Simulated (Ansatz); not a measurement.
Start from `BC(=C)O` and change one element to get `C=[C](O)[AlH2]`.

Ansatz, PBE0-D4/def2-TZVP geometries, multiplicity 1. Each molecule was computed in one conformer, which needn't be the lowest.

```
                                          property  `BC(=C)O`
size of the dipole moment (ωB97M-V/def2-TZVPP) / D       0.57
    size of the dipole moment (PBE/def2-TZVPP) / D       0.37
                LUMO energy (PBE0/def2-TZVPP) / eV      -2.18
                 HOMO energy (PBE/def2-TZVPP) / eV      -6.06
               HOMO energy (B3LYP/def2-TZVPP) / eV      -6.97
                 LUMO energy (PBE/def2-TZVPP) / eV      -3.12
```

Task: Give the same properties after the change, and the shifts. (Estimate.)

Result: Ansatz gave: 
```tsv
property	`C=[C](O)[AlH2]`	shift
size of the dipole moment (ωB97M-V/def2-TZVPP) / D	1.11	0.54
size of the dipole moment (PBE/def2-TZVPP) / D	0.92	0.55
LUMO energy (PBE0/def2-TZVPP) / eV	-1.76	0.42
HOMO energy (PBE/def2-TZVPP) / eV	-5.75	0.31
HOMO energy (B3LYP/def2-TZVPP) / eV	-6.67	0.30
LUMO energy (PBE/def2-TZVPP) / eV	-2.52	0.60
```

With PBE0 the HOMO rises by 0.28 eV and the LUMO rises by 0.42 eV, so the gap widens by about 0.14 eV. PBE moves the HOMO by 0.31 eV and ωB97M-V by 0.27 eV. Dipoles are sizes alone; their direction can turn.

B3LYP here is the variant with VWN-RPA as its local correlation; programs differ in this.
